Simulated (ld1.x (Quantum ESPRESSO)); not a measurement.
**Building the TM potential for S (Z = 16) (BP86, scalar-relativistic).**

S, norm-conserving Troullier–Martins (Kleinman–Bylander form), made with ld1.x (Quantum ESPRESSO) 7.5 (BP86, scalar-relativistic). Core [Ne], reference 3s2 3p2 (charge +2). Waves: 3s (bound): rc 1.20 bohr; 3p (bound): rc 1.40 bohr; 3d channel at 0.5 Ry: rc 1.40 bohr. Local part: all-electron potential smoothed inside 0.95 bohr (lloc = -1). Core correction: a·sin(br)/r model core inside 1.00 bohr.

- Cutoffs needed: 45 Ry and 110 Ry (the cutoffs (Ry, on a coarse ladder) from which the occupation-weighted sum of valence levels, in a spherical-Bessel basis at the reference potential, stays within 10 and 1 mRy of its value at 400 Ry)
- Ghost test: no extra level below or beside the all-electron valence levels (s, p, d, f tested) (spherical-Bessel basis up to 400 Ry, 20 bohr box)
- Largest excitation error: +243 meV (all-electron minus pseudo) for 3s2 3p0, out of 7 test configurations
